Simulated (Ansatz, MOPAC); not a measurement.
System: RbO, charge 0, multiplicity 2. SMILES: [Rb][O]

Atoms: Rb1, O2. Bonds: Rb1-O2.

Bond lengths (Å) and angles (degrees) optimised at PM3 with MOPAC; MNDO with MOPAC; HF/6-31G* with LANL2DZ past Ar with Ansatz (a first-principles code); B3LYP/LANL2DZ with Ansatz, each started from the B3LYP-D3(BJ)/def2-TZVP structure (Ansatz) of the last column. A row stands for all coordinates that are equal there. 6-31G* holds six Cartesian d functions.

| coordinate | PM3 | MNDO | HF/6-31G* with LANL2DZ past Ar | B3LYP/LANL2DZ | B3LYP-D3(BJ)/def2-TZVP |
|---|---|---|---|---|---|
| Rb1-O2 | 2.353 | 1.833 | 2.566 | 2.623 | 2.353 |

Mean signed difference of all 1 bond lengths from B3LYP-D3(BJ)/def2-TZVP: PM3 0.000 Å, MNDO -0.520 Å, HF/6-31G* with LANL2DZ past Ar 0.213 Å, B3LYP/LANL2DZ 0.269 Å.
